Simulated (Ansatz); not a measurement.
Reaction R1 + R2 → P1 + P2, each structure at its B3LYP-D3(BJ)/def2-TZVP stationary point, reached from a drawn start (curvature not checked).
R1: C2H6 (SMILES CC), charge 0, multiplicity 1.
P1: C2H5 (SMILES [CH2]C), charge 0, multiplicity 2.
R2: F atom, charge 0, multiplicity 2.
P2: HF (SMILES F), charge 0, multiplicity 1.

P less R. No zero-point or thermal terms; singlets are restricted closed shells; open shells are unrestricted; no spin–orbit coupling.

Frozen-core correlation throughout.

The values were computed with Ansatz (a first-principles code) with Gaussian orbitals. Each number belongs to the level named beside it.

### Question
One of these levels gives -130.6 kJ/mol for the reaction energy. Which?
A) PBE/def2-TZVPP
B) BHLYP/def2-TZVPP
C) CCSD/cc-pVTZ
D) PBE0/def2-TZVPP

### Answer
D, PBE0/def2-TZVPP. The others give -150.9 (PBE/def2-TZVPP), -106.9 (BHLYP/def2-TZVPP), -117.0 (CCSD/cc-pVTZ)
